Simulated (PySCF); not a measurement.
## Exercise with solution: refractive index and permittivity of the vapour

CHBClNO2, SMILES O=C=NB(O)Cl.

Geometry: TPSSh-D3(BJ)/def2-SVP. The structure was generated by enumeration, and PubChem lists no compound with its InChIKey, so it may never have been made. Other conformers were not sampled.

PySCF with PBE/def2-TZVP gives a mean static polarisability of 51.7 bohr³ and a dipole moment of 2.20 D. Take an ideal gas at 298.15 K and 0.1 bar, whether or not the substance is that volatile.

Work out n − 1 in the optical limit and the static ε − 1.


Polarisability volume α' = 51.7 × 0.148185 = 7.66 Å³. Number density N = p/kT = 2.43e-6 Å⁻³.
Dilute limit of Lorentz–Lorenz: n − 1 = 2π N α' = 0.00012.
Orientation term of Debye: μ²/(3kT) = 8.098 Å³ × μ²(D²) = 39.19 Å³.
ε − 1 = 4π N (α' + μ²/3kT) = 0.0014. Orientation of the dipole supplies 84 % of the static response; it can't follow optical fields. Vibrational polarisation and dispersion are left out.
